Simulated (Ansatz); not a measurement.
Computed with Ansatz on PBE0-D4/def2-TZVP structures; ΔE is electronic, products minus reactants. CBS: MP2 limit from def2 TZ/QZ plus the TZ coupled-cluster correction, frozen cores. DFT in def2-TZVPP. Elements past krypton have def2 core potentials. For Sn outer-core shells are correlated without core-valence functions, which leaves a few kJ/mol of doubt a bond. Each species was taken in one conformer, which may not be the lowest.

Consider the redistribution: `[SiH3]C1[SiH2]S1` + `[OH][SnH2][NH][SiH3]` → `[SiH3][NH][SnH2][SiH3]` + `OC1[SiH2]S1`.

Is it downhill or uphill in electronic energy at CCSD(T)/CBS, and by how much? (Estimate.)

The calculation gave: Uphill: ΔE = +1.09 eV.

What do these levels give: PBE0, MP2/def2-TZVPP, SCS-MP2/def2-TZVPP, CCSD/def2-TZVPP, CCSD(T)/def2-TZVPP, MP2/CBS(def2)? (Estimate.)

Computed: PBE0 0.85, MP2/def2-TZVPP 1.18, SCS-MP2/def2-TZVPP 1.17, CCSD/def2-TZVPP 1.06, CCSD(T)/def2-TZVPP 1.06, MP2/CBS(def2) 1.21 eV.

Largest T1 diagnostic among the species: 0.013.

From PBE to PBE0 (25 % exact exchange), in def2-TZVPP and without D4, ΔE moves by +0.05 eV.
